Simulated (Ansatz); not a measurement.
HBr (hydrogen bromide): methods side by side

The species is HBr (2 atoms), meant as a singlet with charge 0. SMILES: `Br`. Geometry: optimised at PBE0/def2-SVP.

```
atom    x (Å)    y (Å)    z (Å)
  Br  -0.6038   0.2182  -0.3053
   H   0.6038  -0.2182   0.3053
```

Quantity: the adiabatic electron affinity (to the doublet anion, shapes relaxed at PBE0/def2-SVP, no zero-point term), in eV. The values are calculated.

The electron affinity is E(neutral) − E(anion): positive where the electron is bound.

| level | kind | program | value (eV) | less CCSD(T)/def2-TZVPP | CPU time (all runs) |
| --- | --- | --- | --- | --- | --- |
| HF/def2-TZVPP | Hartree–Fock | Ansatz | -0.69 | +0.01 | 0.5 s |
| PBE/def2-TZVPP | GGA | Ansatz | -0.42 | +0.28 | 1 s |
| r2SCAN/def2-TZVPP | meta-GGA | Ansatz | -0.30 | +0.40 | 2.6 s |
| PBE0-D4/def2-TZVPP | global hybrid | Ansatz | -0.43 | +0.27 | 1.6 s |
| wB97M-V/def2-TZVPP | range-separated hybrid | Ansatz | -0.57 | +0.13 | 6.4 s |
| B2PLYP/def2-TZVPP | double hybrid | Ansatz | -0.50 | +0.20 | 2.1 s |
| RPA@PBE/def2-TZVPP | RPA | Ansatz | -0.48 | +0.22 | 1.7 s |
| MP2/def2-TZVPP | perturbation theory | Ansatz | -0.67 | +0.03 | 0.66 s |
| CCSD(T)/def2-TZVPP | coupled cluster or CI | Ansatz | -0.70 | 0.00 | 2.3 s |

CCSD(T)/def2-TZVPP is the highest level here, not the true value. All-electron rows without a relativistic Hamiltonian named are non-relativistic. Spin-orbit coupling is left out. Sets without diffuse functions describe the anion poorly, and affinities from them come out too low, at high levels too. The values span -0.70 to -0.30 eV. In the correlated wave-function rows the outer d shell of Br is correlated, in sets not made for it. Negative values mean that the anion is unbound at that level; they are set by how diffuse the basis is and aren't properties of the molecule, whose anion may well be bound. In so small a basis fixed costs decide the times, and correlated methods can beat functionals. Times are those of the runs behind each value, whatever else they computed, on shared processors of several kinds: orders of magnitude only.
